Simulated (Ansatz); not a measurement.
Program: Ansatz. Geometries: PBE0-D4/def2-TZVP. ΔE: electronic, gas phase. CCSD(T)/CBS is the MP2 limit (def2-TZVPP, def2-QZVPP) plus CCSD(T) − MP2 in def2-TZVPP, frozen cores. This one scheme is used for every species. DFT in def2-TZVPP. HSE06 is defined as in plane-wave codes. Each species was taken in one conformer, which may not be the lowest.

Reaction (hydrogenolysis of the Si–C bond): `O[Si](F)(F)CCl` + H₂ → `O[SiH](F)F` + `CCl`

`O[Si](F)(F)CCl`:

```xyz
9

O    -0.127    1.540   -1.016
Si    0.681    0.379   -0.241
F     1.756   -0.179   -1.252
F     1.464    0.948    1.010
C    -0.406   -1.016    0.335
Cl   -1.767   -0.315    1.263
H    -0.893    1.926   -0.586
H    -0.828   -1.573   -0.501
H     0.119   -1.711    0.989
```

H₂:

Cartesian coordinates in Å:
```
H -0.255 0.216 -0.167
H 0.255 -0.216 0.167
```

`O[SiH](F)F`:

Z-matrix (Å, degrees):
```
Si
F 1 1.584
F 1 1.584 2 105.5
O 1 1.614 2 111.2 3 -120.7
H 1 1.463 2 110.2 3 118.9
H 4 0.958 1 120.9 2 58.5
```

`CCl`:

Z-matrix (Å, degrees):
```
C
Cl 1 1.773
H 1 1.088 2 108.6
H 1 1.087 2 108.7 3 -120.0
H 1 1.088 2 108.7 3 120.0
```

**Question.** Is it downhill or uphill in electronic energy at CCSD(T)/CBS, and by how much? (An estimate is asked.)

**Answer.** Ansatz gave: Downhill: ΔE = -0.25 eV.

**Question.** What do these levels give: r2SCAN0, HSE06, CCSD(T)/def2-TZVPP, HF/def2-QZVPP, SCS-MP2/def2-QZVPP, MP2/CBS(def2)? (An estimate is asked.)

**Answer.** Computed: r2SCAN0 -0.26, HSE06 -0.31, CCSD(T)/def2-TZVPP -0.27, HF/def2-QZVPP -0.54, SCS-MP2/def2-QZVPP -0.30, MP2/CBS(def2) -0.22 eV.

Largest T1 diagnostic among the species: 0.011.

At CCSD(T), def2-SVP lies −0.13 eV from the extrapolated value and def2-TZVPP −0.02 eV. In def2-TZVPP, CCSD(T) changes the Hartree–Fock value by +0.27 eV (the triples alone add +0.05 eV) and MP2 by +0.30 eV.
